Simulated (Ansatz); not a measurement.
`F[Si](F)(F)Br` + CH₃SH → `CS[Si](F)(F)F` + HBr at 500 K and 1 bar (ligand exchange at the Si–Br bond).

Computed with Ansatz on PBE0-D4/def2-TZVP structures; ΔE is electronic, products minus reactants. CBS: MP2 limit from def2 TZ/QZ plus the TZ coupled-cluster correction, frozen cores. This one scheme is used for every species. For Br outer-core shells are correlated without core-valence functions, which leaves a few kJ/mol of doubt a bond. Scalar relativity is left out up to krypton. Each species was taken in one conformer, which may not be the lowest.

```csv
species,CCSD(T)/CBS energy (Eh),H − E (kJ/mol),S (J/(mol·K))
`F[Si](F)(F)Br`,-3162.03492,62.9,364.4
CH₃SH,-438.22835,145.1,283.7
`CS[Si](F)(F)F`,-1026.33397,177.4,435.0
HBr,-2573.91920,30.5,213.7
```

H − E and S are ideal-gas, rigid-rotor, harmonic terms from PBE0-D4/def2-TZVP, for one conformer and one mirror image of each species. 1 Eh = 2625.50 kJ/mol, R = 8.31446 J/(mol·K).

Q: By hand: ΔE, ΔH, ΔS and ΔG.

A: ΔE = (-1026.33397) + (-2573.91920) − (-3162.03492) − (-438.22835) = 0.01010 Eh = 26.5 kJ/mol. Δ(H − E) = 177.4 + 30.5 − 62.9 − 145.1 = -0.1, so ΔH = 26.4 kJ/mol. ΔS = 435.0 + 213.7 − 364.4 − 283.7 = 0.6 J/(mol·K). ΔG = 26.4 − 500 × (0.6)/1000 = 26.1 kJ/mol.

Q: By hand: the equilibrium constant, and the temperature at which ΔG would vanish if ΔH and ΔS stayed fixed.

A: log₁₀ K = −ΔG/(RT ln 10) = -2.7. ΔG = 0 at ΔH/ΔS = 44000 K, far beyond where these terms or the molecules hold.

The number of gas molecules stays the same, so ΔS is small and ΔH decides. A doubt of 5 kJ/mol in ΔE shifts log₁₀ K by 0.5 here. Other conformers and mirror images would add mixing entropy, several J/(mol·K) or more a flexible species. Modes under 60 cm⁻¹, often nearly free rotors, make the harmonic entropy too high. These are equilibria of isolated gas molecules and say nothing of rates. Largest T1 diagnostic: 0.011 (customary marks: 0.02 for closed shells, 0.045 for open ones).
